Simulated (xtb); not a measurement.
W(S)2(Cl)(NH2) (ClH₂NS₂W), SMILES [NH2][W](=[S])(=[S])[Cl], multiplicity 1. All values are semi-empirical tight-binding results from xtb (GFN2-xTB unless named), good for trends rather than for accurate numbers. Geometry optimised at GFN2-xTB. The multiplicity is an assumed one; no other spin state was optimised. The structure was generated by enumeration; whether it is a known compound was not checked. The values are those of a single conformer.

Optimised geometry:

Bonds (Å): W1–S2 2.180, W1–S3 2.180, W1–Cl4 2.180, W1–N5 1.948, N5–H6 1.026, N5–H7 1.026. Angles (°): S2–W1–S3 106.3, S2–W1–Cl4 109.0, S2–W1–N5 106.6, S3–W1–Cl4 109.0, S3–W1–N5 106.6, Cl4–W1–N5 118.6, W1–N5–H6 125.8, W1–N5–H7 125.8, H6–N5–H7 107.9.

For metal compounds this method's bond lengths and energies can be far off.

```yaml
point_group_as_xtb_finds_it: Cs
orbital_gap: 1.79 eV
zero_point_energy: 17.0 kcal/mol
G − E(el) at 298.15 K (modified RRHO): -4.8 kcal/mol
```

Computed atomic charges and the Wiberg bond orders between heavy atoms:
charges (e) W1 0.51, S2 -0.24, S3 -0.24, Cl4 -0.10, N5 -0.34, H6 0.21, H7 0.21. Bond orders W1–S2 2.29, W1–S3 2.29, W1–Cl4 1.30, W1–N5 1.35.
